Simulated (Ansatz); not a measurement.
Consider the formal exchange of groups at the Al–C bond: `C[CH2][AlH][OH]` + BH₃ → `[BH2][AlH][OH]` + `CC`.

Gas-phase electronic energies from Ansatz, PBE0-D4/def2-TZVP geometries. CCSD(T)/CBS is the MP2 limit (def2-TZVPP, def2-QZVPP) plus CCSD(T) − MP2 in def2-TZVPP, frozen cores. This one scheme is used for every species. DFT in def2-TZVPP. HSE06 is defined as in plane-wave codes. One conformer a species, not always the lowest.

Task: Is it downhill or uphill in electronic energy at CCSD(T)/CBS, and by how much? (An estimate is asked.)

Result: Computed: Uphill: ΔE = +12.6 kJ/mol.

Task: What do these levels give: revPBE-D4, BLYP-D4, r2SCAN-D4, r2SCANh-D4, HSE06-D4, ωB97X-V, PBE, PBE0, MP2/def2-SVP, CCSD(T)/def2-SVP, SCS-MP2/def2-TZVPP, SCS-MP2/def2-QZVPP? (An estimate is asked.)

Result: Ansatz gave: revPBE-D4 8.0, BLYP-D4 12.8, r2SCAN-D4 12.2, r2SCANh-D4 12.2, HSE06-D4 7.4, ωB97X-V 10.8, PBE 3.6, PBE0 4.6, MP2/def2-SVP 12.8, CCSD(T)/def2-SVP 4.9, SCS-MP2/def2-TZVPP 16.8, SCS-MP2/def2-QZVPP 17.2 kJ/mol.

Largest T1 diagnostic among the species: 0.012.

The D4 term adds +4.9 kJ/mol with B3LYP and +2.8 kJ/mol with PBE0; it sums over pairs of atoms, weighted by their polarisabilities, and B3LYP, whose exchange is more repulsive, gets the larger term. Leaving LDA and LC-ωPBE aside and taking each functional with its dispersion term where it has one, the values, not all of them listed here, spread over 10.0 kJ/mol, from PBE-D4 to ωB97M-V. LDA lies +4.2 kJ/mol from PBE without D4.

B3LYP here is the variant with VWN-RPA as its local correlation; programs differ in this.
